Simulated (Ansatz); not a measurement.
Single points on [In(CN)H3]- (CH3InN⁻).

```yaml
crystal:
  periodic: [false, false, false]
  atoms:
    - {symbol: In, position_ang: [-0.009940, -0.005194, -0.706141]}
    - {symbol: C, position_ang: [0.019529, 0.014260, 1.528357]}
    - {symbol: N, position_ang: [0.038618, 0.020104, 2.690727]}
    - {symbol: H, position_ang: [1.679604, -0.004153, -1.192165]}
    - {symbol: H, position_ang: [-0.869095, 1.455479, -1.174493]}
    - {symbol: H, position_ang: [-0.858715, -1.480496, -1.146286]}
basis:
  gaussian: {orbitals: def2-TZVPD, initial_orbitals: start.molden}
total_charge: -1
hamiltonian: {xc: r2scan, dispersion: d4}
scf: {omitted_lower_state_checks: [starts]}
output: {orbitals: {seedname: orbitals}}
```

The file start.molden holds the orbitals of an earlier run on this structure, at another level or in another basis.

```sh
$ ansatz run in.yaml --threads 4 --pin off --events-out ev --progress --plain --max-ram 3916MiB
```

Output, abridged:

```
Functional definition: r2SCAN
937 factors; their error is unknown
mean field evaluation 1: about -7751.8043 eV, gradient 4.4e0 eV
mean field evaluation 2: about -7751.8331 eV, gradient 3.5e-2 eV
mean field evaluation 4: about -7751.8335 eV, gradient 4.6e-5 eV
mean field -7751.83345452 eV, -284.8746250723 hartree, gradient 2.1e-5 eV, S^2 0.000000; 0 other end points of the search recorded, 0 dependent functions left out
reference -7751.83347685 eV, -284.8746258930 hartree; 19, 19 occupied and 138, 138 virtual orbitals, 937 factors
Total energy: -7751.86235610 eV, -284.8756871857 hartree
Checks for a lower state left out: starts
```

It took 2.4 s on 4 threads of Arm Neoverse V1 on a shared host.

The first input with `hamiltonian: {xc: {text: "exchange = 0.50*pbe_x + 0.50*exact_x\ncorrelation = pbe_c"}}` (abridged; 1.6 s):

```
Functional definition: unnamed
mean field -7748.43070021 eV, -284.7495761579 hartree, gradient 1.4e-5 eV, S^2 0.000000
Total energy: -7748.43073183 eV, -284.7495773197 hartree
Checks for a lower state left out: starts
```

The first input with `hamiltonian: {xc: {text: "exchange = 0.65*pbe_x + 0.35*exact_x\ncorrelation = pbe_c"}}` (abridged; 1.9 s):

```
Functional definition: unnamed
mean field -7748.27326912 eV, -284.7437906720 hartree, gradient 1.0e-5 eV, S^2 0.000000
Total energy: -7748.27331042 eV, -284.7437921897 hartree
Checks for a lower state left out: starts
```

The first input with `hamiltonian: {xc: hse06, dispersion: d4}` (abridged; 1.8 s):

```
Functional definition: HSE06
mean field -7748.00466672 eV, -284.7339197157 hartree, gradient 8.4e-5 eV, S^2 0.000000
Total energy: -7748.10149225 eV, -284.7374779885 hartree
Checks for a lower state left out: starts
```

As the first input, with `hamiltonian: {xc: {text: "exchange = 0.90*pbe_x + 0.10*exact_x\ncorrelation = pbe_c"}}` (abridged; 1.6 s):

```
Functional definition: unnamed
mean field -7748.14128382 eV, -284.7389403018 hartree, gradient 5.9e-5 eV, S^2 0.000000
Total energy: -7748.14133957 eV, -284.7389423505 hartree
Checks for a lower state left out: starts
```

First input, but with `hamiltonian: {xc: pbe, dispersion: d4}` (abridged; 1.4 s):

```
Functional definition: PBE
mean field -7748.13776488 eV, -284.7388109830 hartree, gradient 2.3e-5 eV, S^2 0.000000
Total energy: -7748.25862337 eV, -284.7432524507 hartree
Checks for a lower state left out: starts
```

First input, but with `gaussian: {orbitals: STO-3G}`, `hamiltonian: {xc: hf}` (abridged; 0.25 s):

```
Functional definition: HF
mean field -157164.01045254 eV, -5775.6708545386 hartree, gradient 4.7e-5 eV, S^2 0.000000
Total energy: -157164.01045254 eV, -5775.6708545386 hartree
Checks for a lower state left out: starts
```

Geometry: r2SCAN-D4/def2-TZVPD.

In the def2 sets In takes a core potential, while STO-3G treats all electrons; there is no spin–orbit coupling. HSE06 is defined as in plane-wave codes, on full-range PBE exchange.
